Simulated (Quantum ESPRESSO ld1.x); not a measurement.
The numbers below are computed, except where a source is named.
Mean orbital radii <r> (bohr) of the argon ion Ar+, [Ne] 3s2 3p5, at several levels of relativity; Dirac values are averaged over j with weights 2j + 1. Spin-unpolarised spherical Kohn-Sham, LDA (Slater exchange, Perdew-Zunger correlation), point nucleus, ld1.x of Quantum ESPRESSO 7.5. A level marked "c x" has the speed of light scaled by that factor and shares open shells by 2j + 1; other Dirac levels either fill j = l - 1/2 first or share by 2j + 1.

shell,non-rel.,scalar-rel.,"Dirac, 2j+1 shares","Dirac, c x 2","change of magnitude, last against first (%)"
1s,0.08642,0.08594,0.08594,0.08630,-0.14
2s,0.4178,0.4155,0.4154,0.4172,-0.14
2p,0.3779,0.3772,0.3772,0.3778,-0.05
3s,1.376,1.370,1.370,1.374,-0.11
3p,1.554,1.553,1.553,1.554,-0.01
